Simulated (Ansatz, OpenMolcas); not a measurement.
## C3H9BO3 (trimethyl borate): the energy, rung by rung

The species is C3H9BO3 (16 atoms), meant as a singlet with charge 0. As SMILES, `COB(OC)OC`. Geometry: relaxed at PBE0-D4/def2-TZVP.

```tsv
atom	x (Å)	y (Å)	z (Å)
C	0.4957	-0.6467	-2.2626
O	-0.1758	0.1829	-1.3387
B	0.0001	0.0001	0.0000
O	0.8258	-0.9858	0.4503
C	1.0110	-1.1785	1.8364
O	-0.6501	0.8028	0.8884
C	-1.5067	1.8253	0.4262
H	1.5804	-0.5650	-2.1535
H	0.2149	-1.6951	-2.1313
H	0.2111	-0.3226	-3.2640
H	1.4326	-0.2869	2.3079
H	0.0667	-1.4164	2.3334
H	1.7024	-2.0119	1.9638
H	-0.9659	2.5462	-0.1926
H	-2.3307	1.4156	-0.1639
H	-1.9116	2.3361	1.3002
```

Each level gives the energy change with the C1–H10 bond stretched from 1.090 to 2.399 Å (eV). The values are calculated.

```json
{"level": "HF/6-31G* (spherical functions) (restricted)", "kind": "Hartree–Fock", "program": "OpenMolcas", "value (eV)": "5.76", "CPU time (all runs)": "43 s"}
{"level": "BLYP/6-31G* (spherical functions) (restricted)", "kind": "GGA", "program": "OpenMolcas", "value (eV)": "4.27", "CPU time (all runs)": "3.3 min"}
{"level": "PBE/6-31G* (spherical functions) (restricted)", "kind": "GGA", "program": "OpenMolcas", "value (eV)": "4.41", "CPU time (all runs)": "3.3 min"}
{"level": "M06-L/6-31G* (spherical functions) (restricted)", "kind": "meta-GGA", "program": "OpenMolcas", "value (eV)": "4.68", "CPU time (all runs)": "5 min"}
{"level": "M06-2X/6-31G* (spherical functions) (restricted)", "kind": "hybrid meta-GGA", "program": "OpenMolcas", "value (eV)": "5.11", "CPU time (all runs)": "4.2 min"}
{"level": "wB97M-V/6-31G* (spherical functions) (restricted)", "kind": "range-separated hybrid", "program": "Ansatz", "value (eV)": "5.06", "CPU time (all runs)": "5.2 min"}
{"level": "B2PLYP/6-31G* (spherical functions) (restricted)", "kind": "double hybrid", "program": "Ansatz", "value (eV)": "4.79", "CPU time (all runs)": "44 s"}
{"level": "MP2/6-31G* (spherical functions) (restricted)", "kind": "perturbation theory", "program": "OpenMolcas", "value (eV)": "4.95", "CPU time (all runs)": "38 s"}
{"level": "CCSD/6-31G* (spherical functions) (restricted)", "kind": "coupled cluster or CI", "program": "Ansatz", "value (eV)": "4.31", "CPU time (all runs)": "2.4 min"}
```

The first shape isn't each level's own minimum. The values span 4.27 to 5.76 eV. CPU times are rough (shared hosts, several kinds of processor and program).
